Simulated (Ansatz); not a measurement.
`FC1=CC(F)CC1`, relaxed with RKS PBE0-D4/def2-TZVP in the Gaussian-basis code of Ansatz from a PBE-D4/def2-SVP geometry. The force threshold is 0.005 eV/Å; the program also tests the step.

The species carries charge 0 and has multiplicity 1.

Start:

```xyz
13

F    -0.426    1.813    1.882
C    -0.294    0.861    0.953
C    -1.217   -0.069    0.639
C    -0.715   -0.878   -0.522
F    -1.347   -0.455   -1.710
C     0.795   -0.558   -0.577
C     0.964    0.800    0.136
H    -2.218   -0.159    1.082
H    -0.918   -1.968   -0.438
H     1.346   -1.343   -0.021
H     1.154   -0.568   -1.624
H     1.003    1.660   -0.568
H     1.874    0.863    0.767
```

Task: How much energy does the relaxation release, and in how many steps? (Best estimate.)

Result: Ansatz gave: 6.39 kJ/mol, in 9 steps, 1 of them rejected.

Task: Which bonds change most? (Best estimate.)

Result: The calculation gave: C2–C3 from 1.348 to 1.326 Å; C4–H9 from 1.112 to 1.093 Å; C7–H12 from 1.112 to 1.095 Å; C3–H8 from 1.098 to 1.081 Å.

Task: Give the relaxed structure. (Best estimate.)

Result: The calculation gave: 
```xyz
13

F    -0.443    1.822    1.838
C    -0.302    0.866    0.928
C    -1.218   -0.041    0.617
C    -0.705   -0.887   -0.495
F    -1.363   -0.556   -1.687
C     0.784   -0.536   -0.597
C     0.968    0.785    0.159
H    -2.208   -0.120    1.043
H    -0.879   -1.958   -0.359
H     1.372   -1.324   -0.121
H     1.084   -0.485   -1.643
H     1.069    1.653   -0.501
H     1.839    0.781    0.819
```
